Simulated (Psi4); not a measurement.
H2O4W, charge -1, doublet, geometry from GFN2-xTB (such geometries of metal compounds can be far from the true shape) (the multiplicity is a formal guess) (core potentials on W) (a gas-phase anion, which may not be bound at this level); BLYP/def2-SVP (Psi4).

Psi4 was given this input:
```
memory 2 GB

molecule {
-1 2
  W     0.12129397    0.00052045    0.01790949
  O     1.24988859    0.00220105   -1.27391859
  O     0.82836272    0.00671635    1.58077987
  O    -1.32346865   -1.06762787   -0.99928424
  H    -0.98939515   -1.08854339   -1.90547988
  O    -1.56470651    1.05523523    0.57283479
  H    -1.50696793    1.07783194    1.53688289
}

set basis def2-svp
set reference uks

energy('blyp')
print_variables()
```

Question: Write the output that Psi4 gives for this input, abridged.

Answer: 
```
   => Loading Basis Set <=

    Name: DEF2-SVP
    Role: ORBITAL
    Keyword: BASIS

    !!!  WARNING: ECP capability is in beta. Please check occupations closely.  !!!

         ---------------------------------------------------------
                                   SCF
               by Justin Turney, Rob Parrish, Andy Simmonett
                          and Daniel G. A. Smith
                              UKS Reference
         ---------------------------------------------------------

  ==> Geometry <==

    Molecular point group: c1
    Full point group: C1

    Geometry (in Angstrom), charge = -1, multiplicity = 2:

       Center              X                  Y                   Z               Mass
    ------------   -----------------  -----------------  -----------------  -----------------
         W            0.093921769160     0.000403001434     0.013867886822   183.950930920000
         O            1.222516389160     0.002083601434    -1.277960193178    15.994914619570
         O            0.800990519160     0.006598901434     1.576738266822    15.994914619570
         O           -1.350840850840    -1.067745318566    -1.003325843178    15.994914619570
         H           -1.016767350840    -1.088660838566    -1.909521483178     1.007825032230
         O           -1.592078710840     1.055117781434     0.568793186822    15.994914619570
         H           -1.534340130840     1.077714491434     1.532841286822     1.007825032230

  Running in c1 symmetry.

  Rotational constants: A =      0.12835  B =      0.12608  C =      0.07800 [cm^-1]
  Rotational constants: A =   3847.90784  B =   3779.89532  C =   2338.33483 [MHz]
  Nuclear repulsion =  217.205081764507014

  Charge       = -1
  Multiplicity = 2
  Electrons    = 49
  Nalpha       = 25
  Nbeta        = 24

  ==> Algorithm <==

  SCF Algorithm Type is DF.
  DIIS enabled.
  MOM disabled.
  Fractional occupation disabled.
  Guess Type is SAD.
  Energy threshold   = 1.00e-06
  Density threshold  = 1.00e-06
  Integral threshold = 1.00e-12

  ==> Primary Basis <==

  Basis Set: DEF2-SVP
    Blend: DEF2-SVP
    Number of shells: 42
    Number of basis functions: 98
    Number of Cartesian functions: 107
    Spherical Harmonics?: true
    Max angular momentum: 3

  Core potential: DEF2-SVP
    Number of shells: 4
    Number of ECP primitives: 10
    Number of ECP core electrons: 60
    Max angular momentum: 3

  ==> DFT Potential <==

   => LibXC <=

    Version 7.1.2
    S. Lehtola, C. Steigemann, M. J. T. Oliveira, and M. A. L. Marques,  SoftwareX 7, 1–5 (2018) (10.1016/j.softx.2017.11.002)

   => Composite Functional: BLYP <=

    BLYP GGA Exchange-Correlation Functional

    P.J. Stephens et. al., J. Phys. Chem., 98, 11623-11627, 1994
    B. Miehlich et. al., Chem. Phys. Lett., 157(3), 200-206 1989

    Deriv               =              1
    GGA                 =           TRUE
    Meta                =          FALSE

    Exchange Hybrid     =          FALSE
    MP2 Hybrid          =          FALSE

   => Exchange Functionals <=

    1.0000     XC_GGA_X_B88

   => Correlation Functionals <=

    1.0000     XC_GGA_C_LYP

   => LibXC Density Thresholds  <==

    XC_GGA_C_LYP:  1.00E-14
    XC_GGA_X_B88:  1.00E-15

   => Molecular Quadrature <=

    Radial Scheme          =       TREUTLER
    Pruning Scheme         =           NONE
    Nuclear Scheme         =       TREUTLER

    Blocking Scheme        =         OCTREE
    BS radius alpha        =              1
    Pruning alpha          =              1
    Radial Points          =             75
    Spherical Points       =            302
    Total Points           =         153005
    Total Blocks           =           1200
    Max Points             =            256
    Max Functions          =             95
    Weights Tolerance      =       1.00E-15

   => Loading Basis Set <=

    Name: (DEF2-SVP AUX)
    Role: JKFIT
    Keyword: DF_BASIS_SCF

  ==> Integral Setup <==

[...]
   -------------------------
     A         98      98
   -------------------------
    Total      98      98
   -------------------------

  ==> Iterations <==

                           Total Energy        Delta E     RMS |[F,P]|

   @DF-UKS iter SAD:  -367.82628669802017   -3.67826e+02   0.00000e+00
   @DF-UKS iter   1:  -367.80207228547636    2.42144e-02   1.84608e-02 DIIS/ADIIS
   @DF-UKS iter   2:  -354.97407962149600    1.28280e+01   4.81642e-02 DIIS/ADIIS
   @DF-UKS iter   3:  -368.85132431530917   -1.38772e+01   8.37888e-03 DIIS/ADIIS
   @DF-UKS iter   4:  -368.63989059684718    2.11434e-01   1.11833e-02 DIIS/ADIIS
   @DF-UKS iter   5:  -369.10912408085699   -4.69233e-01   1.05422e-03 DIIS/ADIIS
   @DF-UKS iter   6:  -369.11006621663466   -9.42136e-04   1.08131e-03 DIIS/ADIIS
   @DF-UKS iter   7:  -369.11255336025772   -2.48714e-03   7.64469e-04 DIIS/ADIIS
   @DF-UKS iter   8:  -369.11477205559584   -2.21870e-03   1.16024e-04 DIIS/ADIIS
   @DF-UKS iter   9:  -369.11482873677812   -5.66812e-05   3.01643e-05 DIIS
   @DF-UKS iter  10:  -369.11483004651728   -1.30974e-06   2.30898e-05 DIIS
   @DF-UKS iter  11:  -369.11483213920542   -2.09269e-06   4.70735e-06 DIIS
   @DF-UKS iter  12:  -369.11483224097913   -1.01774e-07   4.33577e-07 DIIS
  Energy and wave function converged.

  ==> Post-Iterations <==

   Electrons on quadrature grid:
      Nalpha   =   24.9999601567 ; deviation = -3.984e-05
      Nbeta    =   23.9999610127 ; deviation = -3.899e-05
      Ntotal   =   48.9999211694 ; deviation = -7.883e-05

   @Spin Contamination Metric:   1.948117582E-03
   @S^2 Expected:                7.500000000E-01
   @S^2 Observed:                7.519481176E-01
   @S   Expected:                5.000000000E-01
   @S   Observed:                5.000000000E-01

    Orbital Energies [Eh]
    ---------------------

    Alpha Occupied:

[...]
      25A      0.040176

    Alpha Virtual:

[...]
      98A    574.221570

    Beta Occupied:

[...]
    Beta Virtual:

[...]
    Final Occupation by Irrep:
              A
    DOCC [    24 ]
    SOCC [     1 ]
    NA   [    25 ]
    NB   [    24 ]

  @DF-UKS Final Energy:  -369.11483224097913

   => Energetics <=

    Nuclear Repulsion Energy =            217.2050817645070140
    One-Electron Energy =                -971.8394279709507373
    Two-Electron Energy =                 428.3909482482548015
    DFT Exchange-Correlation Energy =     -42.8714342827901760
    Empirical Dispersion Energy =           0.0000000000000000
    VV10 Nonlocal Energy =                  0.0000000000000000
    Total Energy =                       -369.1148322409791263

  UHF NO Occupations:
  HONO-2 :   23  A 1.9997356
  HONO-1 :   24  A 1.9996776
  HONO-0 :   25  A 1.0000000
  LUNO+0 :   26  A 0.0003224
  LUNO+1 :   27  A 0.0002644
  LUNO+2 :   28  A 0.0002265
  LUNO+3 :   29  A 0.0000473

Computation Completed

Properties will be evaluated at   0.000000,   0.000000,   0.000000 [a0]

Properties computed using the SCF density matrix

 Multipole Moments:

 ------------------------------------------------------------------------------------
     Multipole            Electronic (a.u.)      Nuclear  (a.u.)        Total (a.u.)
 ------------------------------------------------------------------------------------

 L = 1.  Multiply by 2.5417464519 to convert [e a0] to [Debye]
 Dipole X            :         16.2824832          -16.2355895            0.0468937
 Dipole Y            :          0.0698460           -0.0696640            0.0001820
 Dipole Z            :          2.4041764           -2.3972431            0.0069332
 Magnitude           :                                                    0.0474038

 ------------------------------------------------------------------------------------

  Variable Map:
  ----------------------------------------------------------------------------
[...]
  Array Variable Map:
  ----------------------------------------------------------------------------
[...]
[...]
```
